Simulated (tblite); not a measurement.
C₇H₁₇BN₂.
SMILES with atom numbers: `[CH3:1]/[N:2]=[CH:3]/[C@H:4]1[CH2:5][BH2-:6][N+:7]([CH3:8])([CH3:9])[CH2:10]1` (hydrogens: H11, H12, H13 on C1; H14 on C3; H15 on C4; H16, H17 on C5; H18, H19 on B6; H20, H21, H22 on C8; H23, H24, H25 on C9; H26, H27 on C10)

Structure used (GFN2-xTB), in Å, numbered top down from 1:
```
atom  x, y, z in Å
C1     4.2197   -0.9640    0.2313
N2     2.9598   -0.5144    0.7329
C3     1.9789   -0.3686   -0.0359
C4     0.6775    0.1586    0.4574
C5     0.3331    1.4977   -0.2400
B6    -1.1762    1.3293   -0.8504
N7    -1.6931    0.0276    0.0186
C8    -2.7703   -0.7016   -0.6394
C9    -2.1407    0.4437    1.3448
C10   -0.4787   -0.7880    0.1197
H11    4.4918   -1.8791    0.7596
H12    4.9696   -0.2083    0.4689
H13    4.2227   -1.1525   -0.8522
H14    2.0286   -0.5821   -1.1168
H15    0.7647    0.2856    1.5395
H16    1.0639    1.7018   -1.0239
H17    0.4345    2.3118    0.4778
H18   -1.1792    0.9871   -1.9932
H19   -1.9209    2.2314   -0.6369
H20   -3.0762   -1.5710   -0.0500
H21   -3.6225   -0.0377   -0.7711
H22   -2.4437   -1.0308   -1.6231
H23   -3.0383    1.0507    1.2468
H24   -2.3597   -0.4248    1.9735
H25   -1.3724    1.0471    1.8175
H26   -0.2968   -1.2342   -0.8601
H27   -0.5960   -1.5892    0.8577
```

Method: GFN2-xTB as coded in tblite; computed harmonic values from a numerical Hessian at the method's own geometry, unscaled. Errors from tens to a few hundred cm⁻¹ against measured bands are possible. Modes of hydrogen on boron can be 10 to 20 % off. One conformer, not necessarily the lowest.

Harmonic wavenumbers (cm⁻¹): 45.1, 57.6, 126.4, 167.6, 212.8, 217.6, 230.8, 250.4, 293.6, 316.2, 344.7, 395.1, 424.9, 462.5, 476.4, 527.2, 614.9, 647.8, 720.9, 860.9, 893.8, 909.9, 924.3, 928.4, 975.5, 1025.2, 1027.3, 1030.1, 1047.9, 1075.7, 1077.4, 1085.2, 1099.3, 1118.8, 1132.0, 1139.1, 1196.4, 1217.1, 1242.0, 1257.0, 1262.2, 1266.3, 1277.1, 1282.3, 1337.7, 1356.4, 1392.1, 1406.9, 1424.0, 1459.2, 1462.8, 1473.3, 1476.7, 1477.1, 1480.9, 1495.0, 1528.0, 1758.2, 2436.9, 2475.9, 2795.7, 2871.0, 2925.8, 2952.5, 2955.3, 2956.8, 2977.3, 2980.7, 2982.2, 2997.5, 3004.1, 3032.2, 3037.7, 3042.7, 3072.2.

A = 3099, B = 639.1, C = 613.6 MHz; mass 140.148 u (most abundant isotopes); point group C1, symmetry number 1.

Question: What is the zero-point energy?

Answer: Half the sum of the wavenumbers: 51954 cm⁻¹ = 148.54 kcal/mol.

Question: What is S at 350 K and 1 bar for an ideal gas of classical rigid rotors and harmonic oscillators?

Answer: Translation 41.55, rotation 30.44, vibration 40.33: S = 112.3 cal/(mol K).

Question: And Cp and H(350 K) − H(0)?

Answer: Cp = 53.54 cal/(mol K), of which vibrations give 45.59 (their classical limit is 75 R = 149.0); H(350 K) − H(0) = 10.43 kcal/mol without the zero-point energy, 7.65 from vibrations.

Question: What must be added to the electronic energy to get the Gibbs energy at 350 K and 1 bar?

Answer: ZPE + [H(350 K) − H(0)] − T·S = 148.54 + 10.43 − 39.31 = 119.66 kcal/mol.

Question: Which modes carry the vibrational entropy at 350 K?

Answer: 45.1 cm⁻¹: 5.34; 57.6 cm⁻¹: 4.85; 126.4 cm⁻¹: 3.31; 167.6 cm⁻¹: 2.77; 212.8 cm⁻¹: 2.32; 217.6 cm⁻¹: 2.27 cal/(mol K); the other 69 give 19.47 together.

Question: How do the functions run with temperature in this model?

Answer: 
```csv
T (K),S (cal/(mol K)),Cp (cal/(mol K)),H − H(0) (kcal/mol),G − H(0) (kcal/mol),ln q(vib)
50,59.8,12.9,0.50,-2.49,0.57
100,70.9,20.0,1.32,-5.76,1.78
298.15,104.3,46.1,7.85,-23.26,7.68
373.15,115.8,56.8,11.71,-31.52,10.03
500,134.9,73.5,20.01,-47.43,14.08
750,169.6,97.9,41.65,-85.58,22.15
1000,200.2,114.0,68.27,-131.89,29.94
```

q(vib) and H(0) count from the zero-point level.

Hindered rotation and anharmonicity are outside this model. Other conformers, if any are populated, would add a mixing term that is left out. The structure is chiral; the term R ln 2 for an equal mix with its mirror image is left out.
